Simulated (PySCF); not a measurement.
Isomers of C7H13N3, one GFN2-xTB conformer each. Single-point energies are computed at PBE0/pcSseg-1 (PySCF, gas phase, no added dispersion term), electronic only.

```csv
SMILES,GFN2-xTB relative energy (kcal/mol)
Cc1nn(C(C)C)nc1C,0.0
CC(C)(C)Cn1ccnn1,12.2
Cc1cnnn1CC(C)C,9.5
CCCCn1nncc1C,11.6
Cc1cnn(CC(C)C)n1,5.4
CCn1nncc1C(C)C,10.9
CCCn1cc(CC)nn1,12.2
CC(C)(C)Cn1cnnc1,0.5
Cc1cn(C(C)(C)C)nn1,7.6
```

Conformers: `[CH3:1][c:2]1[n:3][n:4]([CH:5]([CH3:6])[CH3:7])[n:8][c:9]1[CH3:10]` with N3–N4–C5–C6 119°; `[CH3:1][C:2]([CH3:3])([CH3:4])[CH2:5][n:6]1[cH:7][cH:8][n:9][n:10]1` with C2–C5–N6–C7 96°; `[CH3:1][c:2]1[cH:3][n:4][n:5][n:6]1[CH2:7][CH:8]([CH3:9])[CH3:10]` with N5–N6–C7–C8 91°, N6–C7–C8–C9 -67°; `[CH3:1][CH2:2][CH2:3][CH2:4][n:5]1[n:6][n:7][cH:8][c:9]1[CH3:10]` with C1–C2–C3–C4 178°, C2–C3–C4–N5 -179°, C3–C4–N5–N6 88°; `[CH3:1][c:2]1[cH:3][n:4][n:5]([CH2:6][CH:7]([CH3:8])[CH3:9])[n:10]1` with N4–N5–C6–C7 93°, N5–C6–C7–C8 -68°; `[CH3:1][CH2:2][n:3]1[n:4][n:5][cH:6][c:7]1[CH:8]([CH3:9])[CH3:10]` with C1–C2–N3–N4 95°, C6–C7–C8–C9 61°; `[CH3:1][CH2:2][CH2:3][n:4]1[cH:5][c:6]([CH2:7][CH3:8])[n:9][n:10]1` with C1–C2–C3–N4 -65°, C2–C3–N4–C5 95°, C5–C6–C7–C8 -85°; `[CH3:1][C:2]([CH3:3])([CH3:4])[CH2:5][n:6]1[cH:7][n:8][n:9][cH:10]1` with C2–C5–N6–C7 88°.

Question: What does PBE0/pcSseg-1 give for the same structures?

Answer: 
```csv
SMILES,PBE0/pcSseg-1 E (Eh),PBE0/pcSseg-1 (kcal/mol),GFN2-xTB (kcal/mol),point group
Cc1nn(C(C)C)nc1C,-438.25149,0.0,0.0,Cs
Cc1cnn(CC(C)C)n1,-438.24249,5.6,5.4,C1
CC(C)(C)Cn1cnnc1,-438.24136,6.4,0.5,Cs
Cc1cn(C(C)(C)C)nn1,-438.23624,9.6,7.6,Cs
Cc1cnnn1CC(C)C,-438.23291,11.7,9.5,C1
CCCCn1nncc1C,-438.23145,12.6,11.6,C1
CCCn1cc(CC)nn1,-438.23092,12.9,12.2,C1
CCn1nncc1C(C)C,-438.23000,13.5,10.9,C1
CC(C)(C)Cn1ccnn1,-438.22752,15.0,12.2,C1
```

Both levels put the same isomer lowest; measured from each level's own lowest isomer, the values differ by up to 5.9 kcal/mol (CC(C)(C)Cn1cnnc1: 0.5 against 6.4). As drawn, the highest has a quaternary carbon, which the lowest lacks. Neighbours under 2.5 kcal/mol apart (Cc1cnn(CC(C)C)n1 and CC(C)(C)Cn1cnnc1; Cc1cn(C(C)(C)C)nn1 and Cc1cnnn1CC(C)C; Cc1cnnn1CC(C)C and CCCCn1nncc1C; CCCCn1nncc1C and CCCn1cc(CC)nn1; others) can change places with a better method, another conformer or zero-point energy.

Question: Which frontier levels, dipoles and rotational constants go with these structures?

Answer: 
```json
{"SMILES": "Cc1nn(C(C)C)nc1C", "HOMO (eV, PBE0/pcSseg-1)": "-6.81", "LUMO (eV)": "0.43", "dipole (D)": "0.22", "A, B, C (MHz)": "2532, 878.6, 765.3"}
{"SMILES": "Cc1cnn(CC(C)C)n1", "HOMO (eV, PBE0/pcSseg-1)": "-7.14", "LUMO (eV)": "0.18", "dipole (D)": "0.47", "A, B, C (MHz)": "3214, 729.6, 674.1"}
{"SMILES": "CC(C)(C)Cn1cnnc1", "HOMO (eV, PBE0/pcSseg-1)": "-7.08", "LUMO (eV)": "0.30", "dipole (D)": "6.43", "A, B, C (MHz)": "2970, 856.3, 801.9"}
{"SMILES": "Cc1cn(C(C)(C)C)nn1", "HOMO (eV, PBE0/pcSseg-1)": "-6.97", "LUMO (eV)": "0.28", "dipole (D)": "4.39", "A, B, C (MHz)": "2893, 882.1, 797.4"}
{"SMILES": "Cc1cnnn1CC(C)C", "HOMO (eV, PBE0/pcSseg-1)": "-7.16", "LUMO (eV)": "0.20", "dipole (D)": "5.06", "A, B, C (MHz)": "2339, 952.4, 757.8"}
{"SMILES": "CCCCn1nncc1C", "HOMO (eV, PBE0/pcSseg-1)": "-7.13", "LUMO (eV)": "0.24", "dipole (D)": "5.22", "A, B, C (MHz)": "2753, 679.0, 596.5"}
{"SMILES": "CCCn1cc(CC)nn1", "HOMO (eV, PBE0/pcSseg-1)": "-7.07", "LUMO (eV)": "0.10", "dipole (D)": "4.42", "A, B, C (MHz)": "2521, 798.0, 686.3"}
{"SMILES": "CCn1nncc1C(C)C", "HOMO (eV, PBE0/pcSseg-1)": "-7.08", "LUMO (eV)": "0.28", "dipole (D)": "5.15", "A, B, C (MHz)": "1697, 1179, 859.7"}
{"SMILES": "CC(C)(C)Cn1ccnn1", "HOMO (eV, PBE0/pcSseg-1)": "-7.51", "LUMO (eV)": "0.02", "dipole (D)": "4.55", "A, B, C (MHz)": "2970, 879.4, 821.1"}
```
